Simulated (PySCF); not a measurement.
1-bromo-2-chlorocyclobutene (C₄H₄BrCl), SMILES ClC1CCC=1Br. The structure is a stationary point at B3LYP-D3(BJ)/def2-SVP.

Method: B3LYP-D3(BJ)/def2-SVP run with PySCF.

Harmonic wavenumbers (cm⁻¹): 123, 187, 226, 314, 444, 505, 533, 824, 896, 927, 1034, 1077, 1100, 1144, 1147, 1192, 1262, 1444, 1463, 1690, 3053, 3057, 3112, 3120. Rotational constants (GHz): 2.786, 1.149, 0.8222; symmetry number 1.

### Question
Work out the zero-point energy and the ideal-gas rigid-rotor harmonic-oscillator thermochemistry at 298.15 K and 1 atm.

### Answer
ZPE = ½ Σ hcν = ½ × 29875 cm⁻¹ = 42.71 kcal/mol. H − E(el) = 47.11 kcal/mol. Entropy in cal/(mol K): translation 41.25, rotation 29.19, vibration 11.48, total 81.93. G − E(el) = 22.68 kcal/mol. Cp = 22.56 cal/(mol K). Modes under 150 cm⁻¹ make the vibrational entropy uncertain.
